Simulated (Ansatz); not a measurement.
NiF₂, relaxed as a triplet with UKS PBE-D4/def2-TZVP in Ansatz, starting from the GFN2-xTB geometry. Force threshold 0.02 eV/Å.

Start:

| atom | x (Å) | y (Å) | z (Å) |
| --- | --- | --- | --- |
| Ni1 | -0.0002 | -0.0001 | -0.0003 |
| F2 | 0.1274 | 1.2882 | 1.0657 |
| F3 | -0.1272 | -1.2881 | -1.0654 |

Question: Estimate the energy that the relaxation releases and the steps that it takes.

Answer: 0.7 kcal/mol, in 4 steps; 15 s on 2 threads of Intel Xeon Platinum 8488C on a shared host. No frequencies were taken in this run, so the end may be a saddle point.

Question: Does the start keep its bonding and symmetry?

Answer: By distances, no bond broke or formed. The bond that changes most is Ni1–F3, from 1.68 to 1.71 Å (atoms count from 1). Point group D∞h at the start, D∞h at the end, both within 0.05 Å.

Question: Predict the relaxed structure.

Answer: 
```csv
atom,x (Å),y (Å),z (Å)
Ni1,0.000,0.000,0.000
F2,0.130,1.314,1.087
F3,-0.130,-1.314,-1.087
```
Bond lengths: 2 × F–Ni 1.71 Å.
